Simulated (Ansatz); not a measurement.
Computed with Ansatz on PBE0-D4/def2-TZVP structures; ΔE is electronic, products minus reactants. CBS: MP2 limit from def2 TZ/QZ plus the TZ coupled-cluster correction, frozen cores. This one scheme is used for every species. Functionals use def2-TZVPP. B3LYP here is the variant with VWN-RPA as its local correlation; programs differ in this. Triplets are unrestricted, without spin–orbit coupling.

`[CH3][Al]1[CH2]C[SiH2]1` → `[CH2]1C[SiH2][AlH]1` + `[CH2]` (triplet)  (formal loss of a carbene)

`[CH3][Al]1[CH2]C[SiH2]1`:

```xyz
14

C    -0.554    2.597    0.742
Al   -0.033    0.781    0.247
C    -0.706   -1.045    0.621
C    -0.073   -1.739   -0.616
Si    1.438   -0.641   -1.062
H    -1.593    2.655    1.078
H     0.077    2.952    1.565
H    -0.418    3.299   -0.086
H    -0.207   -1.395    1.536
H    -1.770   -1.261    0.753
H    -0.764   -1.693   -1.465
H     0.158   -2.797   -0.455
H     2.662   -1.116   -0.344
H     1.784   -0.598   -2.514
```

`[CH2]1C[SiH2][AlH]1`:

Z-matrix (Å, degrees):
```
C
Al 1 1.979
C 1 1.554 2 96.9
H 1 1.093 2 122.2 3 124.1
H 1 1.099 2 107.2 3 -113.1
Si 2 2.424 1 76.7 3 19.8
H 2 1.593 1 135.0 3 -155.4
H 3 1.094 1 113.6 2 -151.4
H 3 1.096 1 109.9 2 89.0
H 6 1.495 2 114.6 1 89.6
H 6 1.492 2 129.9 1 -126.9
```

`[CH2]` (triplet):

Z-matrix (Å, degrees):
```
C
H 1 1.079
H 1 1.079 2 134.9
```

| level | ΔE (kJ/mol) | difference from CCSD(T)/CBS |
| --- | --- | --- |
| PBE-D4 | 489.4 | 7.2 |
| r2SCAN-D4 | 462.8 | -19.4 |
| ωB97X-V | 489.6 | 7.4 |
| B2PLYP | 473.5 | -8.7 |
| PBE | 484.6 | 2.4 |
| r2SCAN | 461.3 | -20.9 |
| B3LYP | 466.6 | -15.6 |
| SCS-MP2/def2-TZVPP | 482.1 | -0.1 |
| CCSD/def2-TZVPP | 458.0 | -24.2 |
| HF/def2-QZVPP | 327.6 | -154.6 |
| CCSD(T)/CBS | 482.2 | 0 |

Largest T1 diagnostic among the species: 0.012.

In def2-TZVPP, CCSD(T) changes the Hartree–Fock value by +142.6 kJ/mol (the triples alone add +12.0 kJ/mol) and MP2 by +157.6 kJ/mol. From PBE to PBE0 (25 % exact exchange), in def2-TZVPP and without D4, ΔE moves by −9.2 kJ/mol.
